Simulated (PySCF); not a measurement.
Computed IR spectrum (relative IR intensity) of a molecule CH3NO3Si. Geometry optimised at B3LYP-D3(BJ)/def2-SVP. The values are those of a single conformer. Level of theory: B3LYP-D3(BJ)/def2-SVP in PySCF. Frequencies are harmonic and unscaled.

Lines under 2 % of the strongest are left out, and lines within 2 cm⁻¹ are merged.

ν (cm⁻¹): 152 (w), 202 (vw), 290 (vw), 337 (w), 374 (vw), 583 (w), 620 (vw), 624 (vw), 769 (w), 786 (w), 847 (w), 886 (m), 911 (w), 983 (m), 1518 (vw), 2325 (w), 2446 (vs), 3871 (w), 3883 (w) (against the strongest line: vs over 80 %, s over 45 %, m over 15 %, w over 4 %, vw less)

Task: Pick the molecule that these values belong to.
A) O[Si]1(O)N=CO1
B) N#CO[SiH](O)O
C) O=C=N[SiH](O)O

Result: C, O=C=N[SiH](O)O
